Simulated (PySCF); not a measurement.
B(F)(Me)(SeH) (CH₄BFSe), SMILES CB(F)[SeH]. Atoms are numbered in the order given.

```xyz
8

B     -0.1244    -0.9339     0.0000
F     -1.3881    -1.3913     0.0000
C      1.0628    -1.9589     0.0000
H      0.9731    -2.6231    -0.8870
H      2.0716    -1.5074     0.0000
H      0.9731    -2.6231     0.8870
Se     0.0354     1.0203     0.0000
H      1.5182     1.0084     0.0000
```

The structure is a stationary point at PBE-D3(BJ)/def2-SVP. The structure was generated by enumeration, and PubChem lists no compound with its InChIKey, so it may never have been made. Other conformers were not sampled.

These are PBE/def2-TZVP (PySCF) values and carry that method's errors.

Symmetry labels are those of the subgroup Cs that the program uses (full group Cs).

List the valence orbital energies around the gap with their symmetry. (The exact figures need the calculation; the answer reports its results.)


```json
[
 {"orbital": "HOMO−7", "symmetry": "A'", "energy (eV)": "-11.30"},
 {"orbital": "HOMO−6", "symmetry": "A\"", "energy (eV)": "-11.07"},
 {"orbital": "HOMO−5", "symmetry": "A'", "energy (eV)": "-10.26"},
 {"orbital": "HOMO−4", "symmetry": "A'", "energy (eV)": "-9.89"},
 {"orbital": "HOMO−3", "symmetry": "A\"", "energy (eV)": "-9.77"},
 {"orbital": "HOMO−2", "symmetry": "A'", "energy (eV)": "-9.04"},
 {"orbital": "HOMO−1", "symmetry": "A'", "energy (eV)": "-7.34"},
 {"orbital": "HOMO", "symmetry": "A\"", "energy (eV)": "-6.38"},
 {"orbital": "LUMO", "symmetry": "A\"", "energy (eV)": "-1.37"},
 {"orbital": "LUMO+1", "symmetry": "A'", "energy (eV)": "-0.92"},
 {"orbital": "LUMO+2", "symmetry": "A'", "energy (eV)": "0.16"},
 {"orbital": "LUMO+3", "symmetry": "A'", "energy (eV)": "1.26"}
]
```
